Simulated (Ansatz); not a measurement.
Isolated molecules relaxed with PBE0-D4/def2-TZVP in Ansatz; ΔE leaves out vibrations. CBS: MP2 limit from def2 TZ/QZ plus the TZ coupled-cluster correction, frozen cores. DFT in def2-TZVPP. For Br outer-core shells are correlated without core-valence functions, which leaves a few kJ/mol of doubt a bond. Scalar relativity is left out up to krypton. One conformer a species, not always the lowest.

Consider the redistribution: `CO[Si]F` + `C[O][AlH][Br]` → `F[Si]Br` + `C[O][AlH][O]C`.

```tsv
level	ΔE (kcal/mol)	difference from CCSD(T)/CBS
r2SCAN-D4	14.0	-0.8
B97M-V	14.0	-0.8
r2SCAN0-D4	14.5	-0.3
CAM-B3LYP-D4	14.3	-0.5
ωB97M-V	14.5	-0.3
BLYP	11.7	-3.1
PBE0	13.6	-1.2
HF/def2-SVP	14.9	0.1
CCSD(T)/def2-SVP	13.9	-0.9
SCS-MP2/def2-QZVPP	15.1	0.3
CCSD(T)/CBS	14.8	0
```

Largest T1 diagnostic among the species: 0.014.

At CCSD(T), def2-SVP lies −0.9 kcal/mol from the extrapolated value and def2-TZVPP +0.2 kcal/mol. From BLYP to BHLYP (50 % exact exchange), in def2-TZVPP and without D4, ΔE moves by +2.7 kcal/mol.
